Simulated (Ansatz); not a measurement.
System: C5H12O (charge 0, singlet). 
Geometry from a B3LYP-D3(BJ)/def2-TZVP (Ansatz, an electronic-structure program) optimisation:
SMILES: C(CO)C(C)C
```xyz
18

C     -2.0355     0.9496     0.7104
C     -0.9011    -0.0693     0.5970
C     -1.4080    -1.3676    -0.0351
C      0.2782     0.5358    -0.1727
C      1.5162    -0.3390    -0.2177
O      2.5600     0.4114    -0.8379
H     -2.4179     1.2131    -0.2796
H     -1.6967     1.8691     1.1917
H     -2.8682     0.5502     1.2930
H     -0.5554    -0.3002     1.6121
H     -2.2722    -1.7535     0.5096
H     -1.7168    -1.1960    -1.0702
H     -0.6467    -2.1488    -0.0395
H     -0.0304     0.7642    -1.1980
H      0.5608     1.4865     0.2877
H      1.8025    -0.6282     0.8026
H      1.3215    -1.2571    -0.7829
H      3.3400    -0.1469    -0.9143
```

Basis-set convergence of Hartree-Fock and CCSD(T) correlation energies (hartree) with Ansatz. Correlated levels leave the core frozen unless marked. Spin-orbit coupling is left out. Non-relativistic.

| basis | functions | E(HF) | E(corr, CCSD(T)) |
|---|---|---|---|
| cc-pVDZ | 144 | -271.20264 | -1.01597 |
| cc-pVTZ | 348 | -271.28377 | -1.23159 |
| cc-pVQZ | 690 | -271.30267 | -1.29699 |

Extrapolating the two largest sets (X = 3 and 4) as X^-3: E(corr) = (64·(-1.29699) - 27·(-1.23159))/37 = -1.3447 Eh, an estimate of the basis-set limit. The largest set recovers 96.5 % of it, the smallest 75.6 %.
